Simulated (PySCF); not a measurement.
Computed with B3LYP-D3(BJ)/def2-TZVP (PySCF). Isolated molecules, 0 K electronic values unless said otherwise. B3LYP has the VWN-RPA correlation part, as in Gaussian. 

Reference species (SMILES): `NB(N)N` (neutral, multiplicity 1).

```yaml
dipole_moment: 0.02 D
```

Changed species: `NBN` (whole molecule; the reference has whole molecule).

Question: What does the change do to the dipole moment?

Answer: the dipole moment rises by 1.33 D, to 1.35 D.
